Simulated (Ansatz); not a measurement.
`CO[Si]N` + H–F → `N[Si]F` + CH₃OH at 700 K and 1 bar (ligand exchange at the Si–O bond).

Program: Ansatz. Geometries: PBE0-D4/def2-TZVP. ΔE: electronic, gas phase. CCSD(T)/CBS is the MP2 limit (def2-TZVPP, def2-QZVPP) plus CCSD(T) − MP2 in def2-TZVPP, frozen cores. This one scheme is used for every species. Each species was taken in one conformer, which may not be the lowest.

| species | CCSD(T)/CBS energy (Eh) | H − E (kJ/mol) | S (J/(mol·K)) |
| --- | --- | --- | --- |
| `CO[Si]N` | -460.05109 | 244.3 | 408.8 |
| H–F | -100.39570 | 45.2 | 198.5 |
| `N[Si]F` | -444.84306 | 116.9 | 330.3 |
| CH₃OH | -115.61712 | 170.8 | 288.5 |

H − E and S are ideal-gas, rigid-rotor, harmonic terms from PBE0-D4/def2-TZVP, for one conformer and one mirror image of each species. 1 Eh = 2625.50 kJ/mol, R = 8.31446 J/(mol·K).

Problem. By hand: ΔE, ΔH, ΔS and ΔG.

Solution. ΔE = (-444.84306) + (-115.61712) − (-460.05109) − (-100.39570) = -0.01339 Eh = -35.2 kJ/mol. Δ(H − E) = 116.9 + 170.8 − 244.3 − 45.2 = -1.8, so ΔH = -37.0 kJ/mol. ΔS = 330.3 + 288.5 − 408.8 − 198.5 = 11.5 J/(mol·K). ΔG = -37.0 − 700 × (11.5)/1000 = -45.0 kJ/mol.

Problem. By hand: the equilibrium constant, and the temperature at which ΔG would vanish if ΔH and ΔS stayed fixed.

Solution. log₁₀ K = −ΔG/(RT ln 10) = 3.4. ΔH and −TΔS have one sign here, so there is no such temperature.

The number of gas molecules stays the same, so ΔS is small and ΔH decides. A doubt of 5 kJ/mol in ΔE shifts log₁₀ K by 0.4 here. Other conformers and mirror images would add mixing entropy, several J/(mol·K) or more a flexible species. These are equilibria of isolated gas molecules and say nothing of rates. Largest T1 diagnostic: 0.014 (customary marks: 0.02 for closed shells, 0.045 for open ones).

ΔS is within the doubt of such terms, so its sign, and with it that verdict, could turn.
